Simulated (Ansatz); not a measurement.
Consider the redistribution: `O[SiH](F)NBS` + `CN[SiH](C)O` → `CNBS` + `C[Si@H](O)N[Si@@H](O)F`.

Calculated with Ansatz (gas phase, PBE0-D4/def2-TZVP geometries, no zero-point term in ΔE). CBS: MP2 limit from def2 TZ/QZ plus the TZ coupled-cluster correction, frozen cores. Functionals use def2-TZVPP. B3LYP here is the variant with VWN-RPA as its local correlation; programs differ in this. Each species was taken in one conformer, which may not be the lowest.

```json
{"level": "PBE-D4", "ΔE (kcal/mol)": "-7.1", "difference from CCSD(T)/CBS": "0.0"}
{"level": "PBE0-D4", "ΔE (kcal/mol)": "-7.1", "difference from CCSD(T)/CBS": "0.0"}
{"level": "B3LYP-D4", "ΔE (kcal/mol)": "-6.9", "difference from CCSD(T)/CBS": "0.2"}
{"level": "ωB97X-V", "ΔE (kcal/mol)": "-7.2", "difference from CCSD(T)/CBS": "-0.1"}
{"level": "PBE", "ΔE (kcal/mol)": "-6.9", "difference from CCSD(T)/CBS": "0.2"}
{"level": "r2SCAN", "ΔE (kcal/mol)": "-7.3", "difference from CCSD(T)/CBS": "-0.2"}
{"level": "PBE0", "ΔE (kcal/mol)": "-7.0", "difference from CCSD(T)/CBS": "0.1"}
{"level": "B3LYP", "ΔE (kcal/mol)": "-6.6", "difference from CCSD(T)/CBS": "0.5"}
{"level": "MP2/def2-TZVPP", "ΔE (kcal/mol)": "-7.1", "difference from CCSD(T)/CBS": "0.0"}
{"level": "SCS-MP2/def2-TZVPP", "ΔE (kcal/mol)": "-6.9", "difference from CCSD(T)/CBS": "0.2"}
{"level": "CCSD(T)/def2-TZVPP", "ΔE (kcal/mol)": "-7.1", "difference from CCSD(T)/CBS": "0.0"}
{"level": "HF/def2-QZVPP", "ΔE (kcal/mol)": "-6.0", "difference from CCSD(T)/CBS": "1.1"}
{"level": "MP2/def2-QZVPP", "ΔE (kcal/mol)": "-7.1", "difference from CCSD(T)/CBS": "0.0"}
{"level": "HF/CBS(def2)", "ΔE (kcal/mol)": "-6.0", "difference from CCSD(T)/CBS": "1.1"}
{"level": "MP2/CBS(def2)", "ΔE (kcal/mol)": "-7.1", "difference from CCSD(T)/CBS": "0.0"}
{"level": "CCSD/CBS(def2)", "ΔE (kcal/mol)": "-6.9", "difference from CCSD(T)/CBS": "0.2"}
{"level": "CCSD(T)/CBS", "ΔE (kcal/mol)": "-7.1", "difference from CCSD(T)/CBS": "0"}
```

Largest T1 diagnostic among the species: 0.012.

In def2-TZVPP, CCSD(T) changes the Hartree–Fock value by −1.1 kcal/mol (the triples alone add −0.2 kcal/mol) and MP2 by −1.1 kcal/mol.
